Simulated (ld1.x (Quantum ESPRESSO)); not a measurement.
# gold (Au), TM: configuration errors across variants

```json
{
  "Element": "Au (Z = 79)",
  "Generator": "ld1.x (Quantum ESPRESSO) 7.5",
  "Type": "norm-conserving Troullier–Martins (Kleinman–Bylander form)",
  "Functional": "PW91",
  "Relativity": "scalar-relativistic",
  "Frozen core": "[Kr] 4d10 4f14",
  "Valence charge": "19",
  "Reference configuration": "5s2 5p6 5d8 6s0 6p0 (charge +3)",
  "Partial waves": "5s (bound): rc 1.55 bohr; 5p (bound): rc 1.40 bohr; 5d (bound): rc 1.80 bohr",
  "Local potential": "the d channel",
  "Core correction": "Bessel-smoothed model core inside 0.85 bohr"
}
```

All-electron excitation energies from the reference (eV): (1) 5s2 5p6 5d10 6s1 6p0 -64.734; (2) 5s2 5p6 5d10 6s0 6p0 -55.244; (3) 5s2 5p6 5d9 6s0 6p0 -33.958; (4) 5s2 5p6 5d9 6s1 6p0 -52.545; (5) 5s2 5p6 5d9 6s1 6p1 -57.219; (6) 5s1 5p6 5d10 6s1 6p0 50.621; (7) 5s2 5p6 5d7 6s0 6p0 47.795.

3 further variants failed, have other tests or another functional or relativity, and are left out.

Errors AE − PS in meV (a dash: test not solved or not reliable):

```tsv
change	(1)	(2)	(3)	(4)	(5)	(6)	(7)	bound ghosts
base	-351	+13	+7.9	-494	-537	-996	-16	none
core correction Bessel-smoothed model core inside 1.18 bohr	-351	+13	+7.8	-494	-537	-967	-16	none
wave 5p (bound): rc 1.40 bohr becomes 5p (bound): rc 2.08 bohr	-347	+17	+9.4	-492	-441	-952	-12	none
```

Give the same row for: wave 5s (bound): rc 1.55 bohr becomes 5s (bound): rc 1.62 bohr.

-179, +13, +7.9, -250, -318, -778, -15; bound ghosts: none.
